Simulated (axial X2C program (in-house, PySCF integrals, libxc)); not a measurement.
# Worked dissociation energy of LiBa: PBE0, scalar-relativistic

Computed with an in-house all-electron X2C program for linear molecules (integrals from PySCF). Spin-free means the one-electron spin-free X2C Hamiltonian; the speed of light was multiplied by 0.8, so these are model numbers, not those of the real molecule. Basis: Ba dyall-v3z [14s14p9d3f], Li dyall-v3z [7s8p2d] (cores contracted in-house); Gaussian nuclei, density fitting, unrestricted open shells. Masses: Ba 137.905 u, Li 7.016 u.

Molecular state: M_S = 1/2, Λ = 0 (beyond evenly filled blocks: σα).

* E(Ba) (2M_S = 0, M_L = 0): -8293.232642 hartree
* E(Li) (2M_S = 1, M_L = 0): -7.468298 hartree
* E(LiBa) at Re: -8300.714699 hartree
* ωe: 175.2 cm⁻¹
* ωexe: 1.9 cm⁻¹

**Question.** Work out De and D0.

**Answer.** De = -8293.232642 + (-7.468298) − (-8300.714699) = 0.01376 hartree = 0.374 eV. The zero-point energy is ωe/2 − ωexe/4 = 87 cm⁻¹ = 0.011 eV, so D0 = 0.364 eV.

One determinant describes the state; a PBE0 search over occupations chose it and may have missed a lower one. De is counted from the lowest determinant-based energies of the atoms at the same level, without counterpoise correction.

Each atomic determinant is the lowest at this level and need not be a pure term. Totals compare only within one Hamiltonian and basis.
